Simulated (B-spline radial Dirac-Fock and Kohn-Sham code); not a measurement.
Ir⁶⁵⁺: scattering cross sections and density moments

System: Ir⁶⁵⁺, configuration [Ne] 3s2.

The computed values come from a radial atomic solver: relativistic Hartree-Fock (Dirac-Fock) wave functions, averaged over the configuration.

```
Sum of ⟨r⟩                          : 0.9136 bohr
Sum of ⟨r²⟩                         : 0.1129 bohr²
Sum of ⟨1/r⟩                        : 369.65 per bohr
Langevin diamagnetic susceptibility : -0.0894 × 10⁻⁶ cm³/mol
Lamb shielding (α²/3)Σ⟨1/r⟩         : 6561 ppm
```

Coherent scattering is the Thomson cross section weighted by f₀², without anomalous dispersion; incoherent scattering is Klein-Nishina weighted by S. The Lamb formula is the non-relativistic shielding expression. Electron correlation is left out. A dash stands where the photon energy is too low for the impulse approximation behind that column.

```
hν (keV)  coherent (b)  incoherent (b)  incoherent per electron (b)
       1         95.75               –                            –
       2         95.62               –                            –
       5         94.73               –                            –
  8.0478         93.09               –                            –
      20         81.47               –                            –
      50         48.69           2.095                        0.175
     100         22.08           3.182                        0.265
    1000        0.4292           2.431                        0.203
```

Incoherent scattering overtakes coherent scattering between 100 and 1000 keV.
